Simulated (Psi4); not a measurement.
Input file for Psi4: SAPT0/jun-cc-pV(D+d)Z on N4 (a complex), monomers drawn apart or pushed together.

```
memory 2025 MB

molecule dimer {
0 1
N    -0.38463901   -0.10116271   -0.56541468
N     0.45101972    0.14816541    0.08987410
--
0 1
N    -0.47658529   -0.23433273    5.99406190
N     0.31824158    0.12221309    6.65060388
units angstrom
symmetry c1
no_reorient
no_com
}

set {
  basis jun-cc-pV(D+d)Z
  scf_type df
  freeze_core true
}

energy('sapt0')
```

Output:

```
[...]
==> Input File <==

--------------------------------------------------------------------------
memory 2025 MB

molecule dimer {
0 1
N    -0.38463901   -0.10116271   -0.56541468
N     0.45101972    0.14816541    0.08987410
--
0 1
N    -0.47658529   -0.23433273    5.99406190
N     0.31824158    0.12221309    6.65060388
units angstrom
symmetry c1
no_reorient
no_com
}

set {
  basis jun-cc-pV(D+d)Z
  scf_type df
  freeze_core true
}

energy('sapt0')
--------------------------------------------------------------------------


   => Loading Basis Set <=

    Name: JUN-CC-PV(D+D)Z
    Role: ORBITAL
    Keyword: BASIS
    atoms 1-4 entry N          line   222 file jun-cc-pv_dpd_z.gbs

   => Loading Basis Set <=

    Name: JUN-CC-PV(D+D)Z
    Role: ORBITAL
    Keyword: BASIS
    atoms 1-4 entry N          line   222 file jun-cc-pv_dpd_z.gbs


  //>>>>>>>>>>>>>>>>>>>>>>>>>>>>>>>>>>>//
  //              Dimer HF             //
  //<<<<<<<<<<<<<<<<<<<<<<<<<<<<<<<<<<<//

   => Libint2 <=

    Primary   basis highest AM E, G, H:  7, 6, 3
    Auxiliary basis highest AM E, G, H:  7, 7, 4
    Onebody   basis highest AM E, G, H:  -, -, -
    Solid Harmonics ordering:            Gaussian


   => Loading Basis Set <=

    Name: JUN-CC-PV(D+D)Z
    Role: ORBITAL
    Keyword: BASIS
    atoms 1-4 entry N          line   222 file jun-cc-pv_dpd_z.gbs


         ---------------------------------------------------------
                                   SCF
               by Justin Turney, Rob Parrish, Andy Simmonett
                          and Daniel G. A. Smith
                              RHF Reference
                        1 Threads,   1931 MiB Core
         ---------------------------------------------------------

  ==> Geometry <==

    Molecular point group: c1
    Full point group: C1

    Geometry (in Angstrom), charge = 0, multiplicity = 1:

       Center              X                  Y                   Z               Mass
    ------------   -----------------  -----------------  -----------------  -----------------
         N           -0.384639010000    -0.101162710000    -0.565414680000    14.003074004430
         N            0.451019720000     0.148165410000     0.089874100000    14.003074004430
         N           -0.476585290000    -0.234332730000     5.994061900000    14.003074004430
         N            0.318241580000     0.122213090000     6.650603880000    14.003074004430

  Running in c1 symmetry.

  Rotational constants: A =      1.55236  B =      0.01496  C =      0.01481 [cm^-1]
  Rotational constants: A =  46538.54598  B =    448.34762  C =    444.10739 [MHz]
  Nuclear repulsion =   63.348867065466962

  Charge       = 0
  Multiplicity = 1
  Electrons    = 28
  Nalpha       = 14
  Nbeta        = 14

  ==> Algorithm <==

  SCF Algorithm Type is DF.
  DIIS enabled.
  MOM disabled.
  Fractional occupation disabled.
  Guess Type is SAD.
  Energy threshold   = 1.00e-08
  Density threshold  = 1.00e-08
  Integral threshold = 1.00e-12

  ==> Primary Basis <==

  Basis Set: JUN-CC-PV(D+D)Z
    Blend: JUN-CC-PV(D+D)Z
    Number of shells: 32
    Number of basis functions: 72
    Number of Cartesian functions: 76
    Spherical Harmonics?: true
    Max angular momentum: 2

   => Loading Basis Set <=

    Name: (JUN-CC-PV(D+D)Z AUX)
    Role: JKFIT
    Keyword: DF_BASIS_SCF
    atoms 1-4 entry N          line   202 file jun-cc-pvdz-jkfit.gbs

  ==> Integral Setup <==

  DFHelper Memory: AOs need 0.011 GiB; user supplied 1.414 GiB.
  SCF_SUBTYPE=INCORE selected. In-core MEM_DF algorithm will be used.
  Using in-core AOs.

  ==> MemDFJK: Density-Fitted J/K Matrices <==

    J tasked:                   Yes
    K tasked:                   Yes
    wK tasked:                   No
    OpenMP threads:               1
    Algorithm:                 Core
    Schwarz Cutoff:           1E-12
    Mask sparsity (%):      19.5216
    Fitting Condition:        1E-10

   => Auxiliary Basis Set <=

  Basis Set: (JUN-CC-PV(D+D)Z AUX)
    Blend: JUN-CC-PVDZ-JKFIT
    Number of shells: 108
    Number of basis functions: 316
    Number of Cartesian functions: 364
    Spherical Harmonics?: true
    Max angular momentum: 3

  Minimum eigenvalue in the overlap matrix is 5.4244250009E-04.
  Reciprocal condition number of the overlap matrix is 1.2995887602E-04.
    Using symmetric orthogonalization.

  ==> Pre-Iterations <==

  SCF Guess: Superposition of Atomic Densities via on-the-fly atomic UHF (no occupation information).

   -------------------------
    Irrep   Nso     Nmo
   -------------------------
     A         72      72
   -------------------------
    Total      72      72
   -------------------------

  ==> Iterations <==

                           Total Energy        Delta E     RMS |[F,P]|

   @DF-RHF iter SAD:  -216.11251505869535   -2.16113e+02   0.00000e+00
   @DF-RHF iter   1:  -217.90733335487803   -1.79482e+00   1.90397e-03 ADIIS/DIIS
   @DF-RHF iter   2:  -217.91834524063424   -1.10119e-02   3.42514e-04 A
[...]
 41A      1.318978    42A      1.748398    43A      1.748428
      44A      1.751884    45A      1.880988    46A      1.880997
      47A      2.119242    48A      2.295294    49A      2.295302
      50A      2.614196    51A      2.646991    52A      2.647019
      53A      2.789697    54A      2.790859    55A      2.947483
      56A      3.016534    57A      3.016736    58A      3.030144
      59A      3.162942    60A      3.162952    61A      3.346674
      62A      3.530723    63A      3.534607    64A      3.563128
      65A      4.089864    66A      4.096835    67A      4.279239
      68A      4.771998    69A      4.773002    70A      7.364755
      71A     24.973944    72A     25.566472

    Final Occupation by Irrep:
              A
    DOCC [     7 ]
    NA   [     7 ]
    NB   [     7 ]

  @DF-RHF Final Energy:  -108.95939247022964

   => Energetics <=

    Nuclear Repulsion Energy =             23.7704803109738840
    One-Electron Energy =                -194.4034160817673751
    Two-Electron Energy =                  61.6735433005638427
    Total Energy =                       -108.9593924702296590

Computation Completed


Properties will be evaluated at   0.000000,   0.000000,   0.000000 [a0]

Properties computed using the SCF density matrix


 Multipole Moments:

 ------------------------------------------------------------------------------------
     Multipole            Electronic (a.u.)      Nuclear  (a.u.)        Total (a.u.)
 ------------------------------------------------------------------------------------

 L = 1.  Multiply by 2.5417464519 to convert [e a0] to [Debye]
 Dipole X            :          2.0945376           -2.0945837           -0.0000462
 Dipole Y            :          1.4831107           -1.4831279           -0.0000172
 Dipole Z            :       -167.2645545          167.2646869            0.0001324
 Magnitude           :                                                    0.0001413

 ------------------------------------------------------------------------------------

  Constructing Basis Sets for SAPT...

   => Loading Basis Set <=

    Name: (JUN-CC-PV(D+D)Z AUX)
    Role: RIFIT
    Keyword: DF_BASIS_SAPT
    atoms 1-4 entry N          line   144 file jun-cc-pvdz-ri.gbs

   => Loading Basis Set <=

    Name: (JUN-CC-PV(D+D)Z AUX)
    Role: JKFIT
    Keyword: DF_BASIS_ELST
    atoms 1-4 entry N          line   202 file jun-cc-pvdz-jkfit.gbs


  //>>>>>>>>>>>>>>>>>>>>>>>>>>>>>>>>>>>//
  //               SAPT0               //
  //<<<<<<<<<<<<<<<<<<<<<<<<<<<<<<<<<<<//



        SAPT0
    Ed Hohenstein
     6 June 2009

      Orbital Information
  --------------------------
    NSO        =        72
    NMO        =        72
    NRI        =       260
    NRI (Elst) =       316
    NOCC A     =         7
    NOCC B     =         7
    FOCC A     =         2
    FOCC B     =         2
    NVIR A     =        65
    NVIR B     =        65

    Elst10,r            =    -0.000008939289 [Eh]
    Exch10              =     0.000000010031 [Eh]
    Exch10 (S^2)        =     0.000000010031 [Eh]

    Maxiter = 50
    CPHF R converge = 1.000000E-08

    Iter     Energy [mEh]          dE [mEh]         Residual      Time [s]
       1      -0.00003302       0.000033025     9.194232e-05             0
       2      -0.00002913      -0.000003895     1.650419e-05             0
       3      -0.00003297       0.000003837     3.538200e-06             0
       4      -0.00003300       0.000000034     1.044306e-06             0
       5      -0.00003293      -0.000000072     2.702737e-07             0
       6      -0.00003295       0.000000018     7.698403e-08             0
       7      -0.00003295      -0.000000001     2.866257e-08             0
       8      -0.00003295      -0.000000001     8.129814e-09             0

    CHF Iterations converged

    Maxiter = 50
    CPHF R converge = 1.000000E-08

    Iter     Energy [mEh]          dE [mEh]         Residual      Time [s]
       1      -0.00003301       0.000033015     9.198001e-05             0
       2      -0.00002911      -0.000003900     1.650257e-05             0
       3      -0.00003295       0.000003838     3.534375e-06             0
       4      -0.00003299       0.000000034     1.044260e-06             0
       5      -0.00003292      -0.000000071     2.703625e-07             0
       6      -0.00003293       0.000000018     7.697924e-08             0
       7      -0.00003293      -0.000000001     2.866020e-08             0
       8      -0.00003293      -0.000000001     8.126555e-09             0

    CHF Iterations converged

    Ind20,r (A<-B)      =    -0.000000032945 [Eh]
    Ind20,r (B<-A)      =    -0.000000032932 [Eh]
    Ind20,r             =    -0.000000065877 [Eh]
    Exch-Ind20,r (A<-B) =     0.000000001333 [Eh]
    Exch-Ind20,r (B<-A) =     0.000000001331 [Eh]
    Exch-Ind20,r        =     0.000000002664 [Eh]
    Disp20              =    -0.000020771803 [Eh]
    Disp20 (SS)         =    -0.000010385901 [Eh]
    Disp20 (OS)         =    -0.000010385901 [Eh]
    Exch-Disp20         =     0.000000004833 [Eh]
    Exch-Disp20 (SS)    =     0.000000003790 [Eh]
    Exch-Disp20 (OS)    =     0.000000001043 [Eh]

    SAPT Results
  --------------------------------------------------------------------------------------------------------
    Electrostatics                 -0.00893929 [mEh]      -0.00560949 [kcal/mol]      -0.02347010 [kJ/mol]
      Elst10,r                     -0.00893929 [mEh]      -0.00560949 [kcal/mol]      -0.02347010 [kJ/mol]

    Exchange                        0.00001003 [mEh]       0.00000629 [kcal/mol]       0.00002634 [kJ/mol]
      Exch10                        0.00001003 [mEh]       0.00000629 [kcal/mol]       0.00002634 [kJ/mol]
      Exch10(S^2)                   0.00001003 [mEh]       0.00000629 [kcal/mol]       0.00002634 [kJ/mol]

    Induction                      -0.00006860 [mEh]      -0.00004305 [kcal/mol]      -0.00018011 [kJ/mol]
      Ind20,r                      -0.00006588 [mEh]      -0.00004134 [kcal/mol]      -0.00017296 [kJ/mol]
      Exch-Ind20,r                  0.00000266 [mEh]       0.00000167 [kcal/mol]       0.00000699 [kJ/mol]
      delta HF,r (2)               -0.00000539 [mEh]      -0.00000338 [kcal/mol]      -0.00001414 [kJ/mol]

    Dispersion                     -0.02076697 [mEh]      -0.01303147 [kcal/mol]      -0.05452367 [kJ/mol]
      Disp20                       -0.02077180 [mEh]      -0.01303450 [kcal/mol]      -0.05453636 [kJ/mol]
      Exch-Disp20                   0.00000483 [mEh]       0.00000303 [kcal/mol]       0.00001269 [kJ/mol]
      Disp20 (SS)                  -0.01038590 [mEh]      -0.00651725 [kcal/mol]      -0.02726818 [kJ/mol]
      Disp20 (OS)                  -0.01038590 [mEh]      -0.00651725 [kcal/mol]      -0.02726818 [kJ/mol]
      Exch-Disp20 (SS)              0.00000379 [mEh]       0.00000238 [kcal/mol]       0.00000995 [kJ/mol]
      Exch-Disp20 (OS)              0.00000104 [mEh]       0.00000065 [kcal/mol]       0.00000274 [kJ/mol]

  Total HF                         -0.00899786 [mEh]      -0.00564624 [kcal/mol]      -0.02362387 [kJ/mol]
  Total SAPT0                      -0.02976483 [mEh]      -0.01867771 [kcal/mol]      -0.07814754 [kJ/mol]

  Special recipe for scaled SAPT0 (see Manual):
    Electrostatics sSAPT0          -0.00893929 [mEh]      -0.00560949 [kcal/mol]      -0.02347010 [kJ/mol]
    Exchange sSAPT0                 0.00001003 [mEh]       0.00000629 [kcal/mol]       0.00002634 [kJ/mol]
    Induction sSAPT0               -0.00006860 [mEh]      -0.00004305 [kcal/mol]      -0.00018011 [kJ/mol]
    Dispersion sSAPT0              -0.02076697 [mEh]      -0.01303147 [kcal/mol]      -0.05452367 [kJ/mol]
  Total sSAPT0                     -0.02976483 [mEh]      -0.01867771 [kcal/mol]      -0.07814754 [kJ/mol]
  --------------------------------------------------------------------------------------------------------



*** Psi4 exiting successfully. Buy a developer a beer!
```

The run finished.

Cost: very roughly 6 core-seconds.
